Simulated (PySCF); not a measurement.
Species: C5H5ClOSSi.
Bonds: O1–C2 (double), C2–Cl3, C2–C4, C4–S5 (aromatic), S5–C6 (aromatic), C6–C7 (aromatic), C7–C8 (aromatic), C8–Si9, C4–C8 (aromatic). Hydrogens: H10 on C6; H11 on C7; H12, H13, H14 on Si9.

Probes without a nucleus sit at each ring's centroid and 1 Å off its mean plane on both sides; NICS is minus the shielding there, NICSzz its component along the normal. Level: GIAO PBE0/pcSseg-1 (PySCF, non-relativistic, gas phase) on the GFN2-xTB geometry, one conformer.

Ring bond lengths (Å), with Mayer bond orders in brackets: C4–S5 1.735 (1.12), S5–C6 1.710 (1.20), C6–C7 1.365 (1.52), C7–C8 1.405 (1.33), C8–C4 1.381 (1.41).

Task: What do the NICS probes read (ppm)?

Result: 
| ring | type | NICS(0) | NICS(1), two faces | NICS(1)zz, two faces | rms pucker (Å) | centre to ring atoms, mean (Å) |
| --- | --- | --- | --- | --- | --- | --- |
| C4–S5–C6–C7–C8 | 5-membered ring with S; formal bonds all aromatic | -11.0 | -11.1 / -11.1 | -24.9 / -24.9 | 0.00 | 1.29 |

Task: What do they say, and how far can they be read as aromaticity?

Result: 
- C4–S5–C6–C7–C8: mean NICS(1)zz -24.9 ppm, shielded, aromatic by this magnetic criterion (flat ring, no four-coordinate atom).

Task: And the bond-length index? HOMA takes Krygowski's 1993 parameters.

Result: 
- C4–S5–C6–C7–C8: HOMA 0.87; the largest term is that of C4–S5, α(R − Ropt)² = 0.31. The geometric and the magnetic index point the same way.

Task: What field does 9.4 T along the ring normal induce along that normal at the second NICS(1) probe listed for ring C4–S5–C6–C7–C8, 1 Å off the ring?

Result: NICSzz × B0 = -24.9 ppm × 9.4 T = -234 μT, against the applied field.

Task: Give the inner angles of the rings and the Hirshfeld charges of the ring atoms.

Result: 
- C4–S5–C6–C7–C8: C4 113.0° (-0.061 e), S5 90.0° (+0.135 e), C6 113.0° (-0.055 e), C7 113.3° (-0.060 e), C8 110.7° (-0.085 e); sum 540.0° against 540° for a flat convex ring.

Task: How shielded are the nuclei of the rings and their hydrogens (means over atoms taken as equivalent)?

Result: 
| atoms | environment | σ isotropic (ppm) |
| --- | --- | --- |
| C4 | substituted aromatic carbon | 34.7 |
| S5 | thiophene-type sulfur | 223.0 |
| C6 | aromatic CH next to a ring sulfur | 38.6 |
| C7 | aromatic CH carbon | 46.1 |
| C8 | substituted aromatic carbon | 29.5 |
| H10 | aromatic hydrogen | 23.97 |
| H11 | aromatic hydrogen | 24.19 |

The run took about 1.7 min of CPU time (one thread, shared machine). This is the whole shielding run at PBE0/pcSseg-1, SCF included.

The values belong to the conformer `[O:1]=[C:2]([Cl:3])[c:4]1[s:5][cH:6][cH:7][c:8]1[SiH3:9]`: O1–C2–C4–S5 180°.
